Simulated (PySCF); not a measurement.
Computed shifts of a molecule C3H9BClN, HF/pcSseg-1 (PySCF), GIAO, gas phase, equivalent atoms averaged, in ppm (number of nuclei): ¹³C: 38.5 (2), 8.1 (1). ¹H: 3.10 (3), 2.88 (3), 1.01 (3). ¹⁵N: 92.7 (1). References: ¹¹B against BF3 (σ = 102.7 ppm); ³⁵Cl against HCl (σ = 958.2 ppm); ¹³C against TMS (σ = 192.6 ppm); ¹H against TMS (σ = 31.99 ppm); ¹⁵N against NH3 (σ = 267.3 ppm), references at their B3LYP-D3(BJ)/def2-TZVP geometries, non-relativistic (without spin–orbit terms, shifts of atoms bonded to Cl or Br come out too high). Geometry: B3LYP-D3(BJ)/def2-SVP. The values are those of a single conformer.

Q: Identify the compound among the candidates.
(A) CC(C)NBCl
(B) CB(Cl)N(C)C
(C) CCN(C)BCl

A: B, CB(Cl)N(C)C
